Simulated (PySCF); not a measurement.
**Basis and Hamiltonian dependence of the excitation energy of Ir+**

Ir+ [Xe] 4f14 5d7 6s1 (5F) → Ir+ [Xe] 4f14 5d7 6p1 (high-spin determinant). Calculated with PySCF 2.14 from differences of total energies of unrestricted determinants, without spin-orbit coupling. Values in eV.

| basis | Hamiltonian | functions | UHF | r2SCAN | PBE0 | MP2 (valence) |
| --- | --- | --- | --- | --- | --- | --- |
| def2-QZVPPD with the def2 core potential (60 electrons) | ECP | 88 | 6.109 | 6.699 | 6.521 | 6.492 |
| aug-cc-pVTZ-PP with one added diffuse shell each of s, p, d, f, g type with ECP60MDF | ECP | 113 | 6.035 | 6.611 | 6.437 | 6.430 |
| x2c-TZVPPall with one added diffuse shell each of s, p, d, f type | spin-free X2C | 113 | 6.038 | 6.626 | 6.411 | 6.400 |
| aug-cc-pwCVTZ-PP with ECP60MDF | ECP | 122 | 6.035 | 6.610 | 6.436 | 6.433 |

Frozen in the all-electron rows: valence: [Xe] 4f14; with a core potential, the same shells as far as they lie outside it.

One determinant mixes LS terms of the configuration, so the numbers do not refer to single terms.
